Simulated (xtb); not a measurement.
xtb input (GFN2-xTB):

```bash
xtb mol.xyz --gfn 2 --sp --chrg 0 --uhf 0
```
mol.xyz:
```
14

C     -1.42452186     0.19862966    -1.20356244
N     -0.62717998    -0.13047235    -0.04051516
C     -1.36501531    -0.77893752     1.02336132
B      0.74955699     0.15593046     0.04842058
O      1.42596507    -0.19944872     1.20616921
O      1.36632395     0.78032904    -1.02579032
H     -2.24482869     0.87678412    -0.93878931
H     -0.80800007     0.68038644    -1.95757916
H     -1.87093448    -0.70218552    -1.64191085
H     -0.70599491    -0.99534305     1.85977670
H     -2.18286629    -0.14112729     1.38003965
H     -1.80897209    -1.72009693     0.67691811
H      2.35998276     0.01696425     1.21685624
H      2.30299963     0.95307670    -0.91563255
```

End of the output:

```
         :::::::::::::::::::::::::::::::::::::::::::::::::::::
         ::                     SUMMARY                     ::
         :::::::::::::::::::::::::::::::::::::::::::::::::::::
         :: total energy             -20.756554335592 Eh    ::
         :: gradient norm              0.012277441025 Eh/a0 ::
         :: HOMO-LUMO gap              6.647547035014 eV    ::
         ::.................................................::
         :: SCC energy               -20.952571916997 Eh    ::
         :: -> isotropic ES            0.091331265872 Eh    ::
         :: -> anisotropic ES          0.003565495172 Eh    ::
         :: -> anisotropic XC          0.004838310396 Eh    ::
         :: -> dispersion             -0.007159345118 Eh    ::
         :: repulsion energy           0.196017581405 Eh    ::
         :: add. restraining           0.000000000000 Eh    ::
         :: total charge               0.000000000000 e     ::
         :::::::::::::::::::::::::::::::::::::::::::::::::::::

           -------------------------------------------------
          |                Property Printout                |
           -------------------------------------------------

    * Orbital Energies and Occupations

         #    Occupation            Energy/Eh            Energy/eV
      -------------------------------------------------------------
         1        2.0000           -0.6736097             -18.3299
       ...           ...                  ...                  ...
         6        2.0000           -0.5597335             -15.2311
         7        2.0000           -0.5479774             -14.9112
         8        2.0000           -0.5179096             -14.0930
         9        2.0000           -0.5082373             -13.8298
        10        2.0000           -0.4967133             -13.5163
        11        2.0000           -0.4942922             -13.4504
        12        2.0000           -0.4814997             -13.1023
        13        2.0000           -0.4626265             -12.5887
        14        2.0000           -0.4550400             -12.3823
        15        2.0000           -0.4397943             -11.9674
        16        2.0000           -0.4375185             -11.9055
        17        2.0000           -0.4357283             -11.8568
        18        2.0000           -0.3520156              -9.5788 (HOMO)
        19                         -0.1077228              -2.9313 (LUMO)
        20                          0.0291332               0.7928
        21                          0.0981343               2.6704
        22                          0.0993286               2.7029
        23                          0.1542995               4.1987
        24                          0.1734026               4.7185
        25                          0.2004227               5.4538
        26                          0.2113789               5.7519
        27                          0.2155044               5.8642
        28                          0.2200046               5.9866
        29                          0.2755008               7.4968
       ...                                ...                  ...
        32                          0.5697525              15.5038
      -------------------------------------------------------------
                  HL-Gap            0.2442929 Eh            6.6475 eV
             Fermi-level           -0.2298692 Eh           -6.2551 eV

     #   Z          covCN         q      C6AA      α(0)
     1   6 C        3.696    -0.044    21.537     6.639
     2   7 N        2.655    -0.185    25.005     7.427
     3   6 C        3.696    -0.044    21.537     6.639
     4   5 B        2.423     0.455    18.480     7.816
     5   8 O        1.592    -0.511    23.178     6.497
     6   8 O        1.592    -0.511    23.178     6.497
     7   1 H        0.924     0.035     2.510     2.478
     8   1 H        0.925     0.062     2.174     2.306
     9   1 H        0.924     0.035     2.510     2.478
    10   1 H        0.925     0.062     2.174     2.306
    11   1 H        0.924     0.035     2.510     2.478
    12   1 H        0.924     0.035     2.510     2.478
    13   1 H        0.806     0.287     0.761     1.371
    14   1 H        0.806     0.287     0.761     1.371

 Mol. C6AA /au·bohr⁶  :       1526.972377
 Mol. C8AA /au·bohr⁸  :      32880.252256
 Mol. α(0) /au        :         58.777222

Wiberg/Mayer (AO) data.
largest (>0.10) Wiberg bond orders for each atom

 ---------------------------------------------------------------------------
     #   Z sym  total        # sym  WBO       # sym  WBO       # sym  WBO
 ---------------------------------------------------------------------------
     1   6 C    3.980 --     2 N    1.016     8 H    0.982     9 H    0.978
                             7 H    0.978
     2   7 N    3.394 --     4 B    1.229     1 C    1.016     3 C    1.016
     3   6 C    3.980 --     2 N    1.016    10 H    0.982    11 H    0.978
                            12 H    0.978
     4   5 B    3.425 --     2 N    1.229     6 O    1.072     5 O    1.072
     5   8 O    2.075 --     4 B    1.072    13 H    0.897
     6   8 O    2.075 --     4 B    1.072    14 H    0.897
     7   1 H    0.999 --     1 C    0.978
     8   1 H    0.996 --     1 C    0.982
     9   1 H    0.999 --     1 C    0.978
    10   1 H    0.996 --     3 C    0.982
    11   1 H    0.999 --     3 C    0.978
    12   1 H    0.999 --     3 C    0.978
    13   1 H    0.918 --     5 O    0.897
    14   1 H    0.918 --     6 O    0.897
 ---------------------------------------------------------------------------

Topologies differ in total number of bonds
Writing topology from bond orders to xtbtopo.mol

molecular dipole:
                 x           y           z       tot (Debye)
 q only:        0.204       0.042       0.013
   full:        0.576       0.120       0.037       1.498
molecular quadrupole (traceless):
                xx          xy          yy          xz          yz          zz
 q only:        6.261       1.890      -2.566       0.558       0.544      -3.695
  q+dip:        9.430       2.586      -2.974       0.690       1.798      -6.456
   full:        9.376       2.623      -3.135       0.716       1.591      -6.241
Note: The following floating-point exceptions are signalling: IEEE_UNDERFLOW_FLAG IEEE_DENORMAL
normal termination of xtb

           -------------------------------------------------
          | TOTAL ENERGY              -20.756554335592 Eh   |
          | GRADIENT NORM               0.012277441025 Eh/α |
          | HOMO-LUMO GAP               6.647547035014 eV   |
           -------------------------------------------------

------------------------------------------------------------------------
------------------------------------------------------------------------
 total:
 SCF:
```
